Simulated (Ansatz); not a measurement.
```yaml
crystal:
  periodic: [false, false, false]
  atoms:
    - {symbol: Hg, position_ang: [0.000046, 0.000085, 0.000001]}
    - {symbol: C, position_ang: [-0.003465, -0.014833, 2.095404]}
    - {symbol: H, position_ang: [-0.437685, 0.908521, 2.484087]}
    - {symbol: H, position_ang: [1.014700, -0.105213, 2.479297]}
    - {symbol: H, position_ang: [-0.589415, -0.856101, 2.471073]}
    - {symbol: C, position_ang: [0.003497, 0.014888, -2.095404]}
    - {symbol: H, position_ang: [-1.018485, 0.017722, -2.479776]}
    - {symbol: H, position_ang: [0.515265, -0.868103, -2.483502]}
    - {symbol: H, position_ang: [0.515542, 0.903036, -2.471180]}
basis:
  gaussian: {orbitals: def2-SVP}
hamiltonian: {xc: {name: B3LYP5}, pseudopotentials: {relativity: scalar}}
```

```sh
$ ansatz run in.yaml --threads 2 --pin off --events-out ev --progress --plain --max-ram 4352MiB
```

Shortened log:

```
Functional definition: B3LYP5
994 factors; their error is unknown
mean field evaluation 1: about -6333.8696 eV, gradient 6.6e1 eV
mean field evaluation 2: about -6327.4504 eV, gradient 7.9e1 eV
mean field evaluation 4: about -6344.7544 eV, gradient 1.6e0 eV
mean field evaluation 8: about -6344.8394 eV, gradient 3.3e-2 eV
mean field -6344.83940514 eV, -233.1685474522 hartree, gradient 1.7e-5 eV, S^2 0.000000; 0 other end points of the search recorded, 0 dependent functions left out
reference -6344.83963252 eV, -233.1685558082 hartree; 19, 19 occupied and 71, 71 virtual orbitals, 994 factors
Total energy: -6344.83963252 eV, -233.1685558082 hartree
Relativity: scalar
```

Run time 1.4 s (2 threads of Intel Xeon Platinum 8375C on a shared host).

In the def2 sets Hg takes a core potential; there is no spin–orbit coupling.
